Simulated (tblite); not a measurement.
C₇H₉N.
Bonds: C1–C2 (double), C2–C3, C2–N4, N4–C5 (aromatic), C5–C6 (aromatic), C6–C7 (aromatic), C7–C8 (aromatic), N4–C8 (aromatic). Hydrogens: H9, H10 on C1; H11, H12, H13 on C3; H14 on C5; H15 on C6; H16 on C7; H17 on C8.

Computed with GFN2-xTB (tblite), gas phase: Langevin dynamics at 400 K from the optimised GFN2-xTB geometry, time step 0.5 fs, friction 0.01 fs⁻¹, 2000 steps. The instantaneous temperature is 2·E(kin)/(3Nk) with all 3N coordinates.

```tsv
t (fs)	T (K)	E(pot) above start (eV)	C1=C2 (Å)	C2–C3 (Å)	C2–N4 (Å)	N4–C5 (Å)	C5–C6 (Å)	C1–H9 (Å)	C1–C2–N4–C5 (°)
0	345	0.000	1.330	1.501	1.397	1.370	1.363	1.074	-179
50	266	0.555	1.351	1.540	1.375	1.368	1.389	1.041	-167
100	263	0.539	1.313	1.536	1.410	1.402	1.304	1.091	180
150	309	0.581	1.359	1.503	1.402	1.396	1.373	1.057	-179
200	283	0.517	1.308	1.522	1.427	1.407	1.399	1.078	172
250	360	0.781	1.355	1.466	1.400	1.380	1.337	1.069	166
300	333	0.599	1.323	1.539	1.390	1.360	1.399	1.055	164
350	354	0.587	1.376	1.502	1.409	1.386	1.358	1.069	151
400	353	0.788	1.280	1.497	1.403	1.340	1.360	1.064	132
450	370	0.827	1.372	1.493	1.417	1.370	1.358	1.122	134
500	378	0.862	1.320	1.514	1.374	1.360	1.354	1.059	149
550	477	0.964	1.355	1.495	1.407	1.400	1.382	1.108	139
600	390	1.027	1.336	1.507	1.505	1.394	1.402	1.074	106
650	443	0.781	1.337	1.459	1.457	1.398	1.372	1.040	89
700	378	1.020	1.322	1.494	1.487	1.358	1.371	1.082	73
750	543	0.959	1.336	1.534	1.451	1.334	1.401	1.097	82
800	484	0.992	1.356	1.508	1.408	1.390	1.357	1.052	100
850	507	0.842	1.321	1.486	1.419	1.341	1.390	1.032	126
900	485	0.914	1.305	1.481	1.431	1.398	1.371	1.083	128
950	361	0.731	1.338	1.527	1.379	1.373	1.350	1.101	120
1000	514	0.588	1.324	1.471	1.415	1.373	1.368	1.072	109
```

**Question.** From 500 fs on, how do temperature and potential energy compare with equipartition?

**Answer.** The mean temperature of these 11 frames is 451 K against the target 400 K, and the mean potential energy 0.88 eV against 45 × kT/2 = 0.78 eV for 45 classical harmonic modes. For 17 atoms in a canonical ensemble the temperature itself scatters by T·√(2/(3N)) = 79 K; here its standard deviation is 61 K. The whole run lasts only 10 friction times of 100 fs, so these averages carry a wide statistical error.

**Question.** What are the kinetic and total energies of the listed frame with the highest potential energy?

**Answer.** The one at 600 fs, 1.027 eV above the start. Its kinetic energy is 3NkT/2 = 0.857 eV at 390 K, so the sum is 1.88 eV; over the listed frames the sum runs from 0.76 to 2.15 eV, since the thermostat adds and removes energy.

**Question.** How much do the listed bonds fluctuate from 500 fs on?

**Answer.** 
```json
{"bond": "C1=C2", "at the start (Å)": "1.330", "mean (Å)": "1.332", "standard deviation (Å)": "0.015"}
{"bond": "C2–C3", "at the start (Å)": "1.501", "mean (Å)": "1.498", "standard deviation (Å)": "0.022"}
{"bond": "C2–N4", "at the start (Å)": "1.397", "mean (Å)": "1.430", "standard deviation (Å)": "0.039"}
{"bond": "N4–C5", "at the start (Å)": "1.370", "mean (Å)": "1.374", "standard deviation (Å)": "0.023"}
{"bond": "C5–C6", "at the start (Å)": "1.363", "mean (Å)": "1.374", "standard deviation (Å)": "0.017"}
{"bond": "C1–H9", "at the start (Å)": "1.074", "mean (Å)": "1.073", "standard deviation (Å)": "0.024"}
```

The motion is classical and holds no zero-point motion.

What follows is the cost of the whole dynamics run. The run took 12 s of wall time on one thread of an Arm Neoverse V1, shared host, and the process peaked at 0.18 GiB of memory.
